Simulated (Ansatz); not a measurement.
Basis-set extrapolation for Cl$_{3}$H$_{2}$SSi$_{2}$, SMILES `Cl[SiH]S[SiH](Cl)Cl` radical (PBE0-D4/def2-TZVP geometry, frozen core, Ansatz). Multiplicity 2, UHF reference.

```tsv
	def2-TZVPP	def2-QZVPP
HF	-2355.315856	-2355.382923
MP2 correlation	-0.951852	-1.046010
CCSD(T) correlation	-1.074998	not run
```

Energies in hartree. Use E(X) = E(∞) + A·exp(−7.88·√X) for Hartree–Fock and E(X) = E(∞) + B·X^(−2.97) for correlation, with X = 3 and 4, and add CCSD(T) minus MP2 of the smaller set to the MP2 limit.

**Question.** What is the CCSD(T) energy at the basis-set limit?

**Answer.** HF limit: -2355.382923 + (-0.067067) × 0.13774 = -2355.39216. MP2 limit: -1.046010 + (-0.094158) × 0.74074 = -1.11576. Higher-order term: -1.074998 − (-0.951852) = -0.12315. Total: -2356.63107 hartree, 150.7 kcal/mol below CCSD(T)/def2-TZVPP.
